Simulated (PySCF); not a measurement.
SMILES C[SH2+] (charge +1) (PBE0/def2-SVP optimised geometry):

```
7

C      0.835    -0.148     0.000
S     -0.979    -0.148     0.000
H      1.138    -1.189     0.182
H      1.138     0.153    -1.012
H      1.233     0.531     0.763
H     -1.233    -0.303     1.328
H     -1.233     1.189     0.000
```

Method: PBE0/def2-TZVP run with PySCF 2.14.0.

### Question
What are the frontier orbital energies?

### Answer
HOMO-2 -18.02 eV, HOMO-1 -17.61 eV, HOMO -16.23 eV, LUMO -6.24 eV, LUMO+1 -6.22 eV.

On the same geometry PBE/def2-TZVP (PySCF) gives HOMO-2 -16.56 eV, HOMO-1 -16.10 eV, HOMO -14.88 eV, LUMO -7.33 eV, LUMO+1 -7.31 eV.

Meta-Löwdin charges at PBE0/def2-TZVP: C1 -0.41, S2 0.50, H3 0.19, H4 0.19, H5 0.18, H6 0.17, H7 0.17.
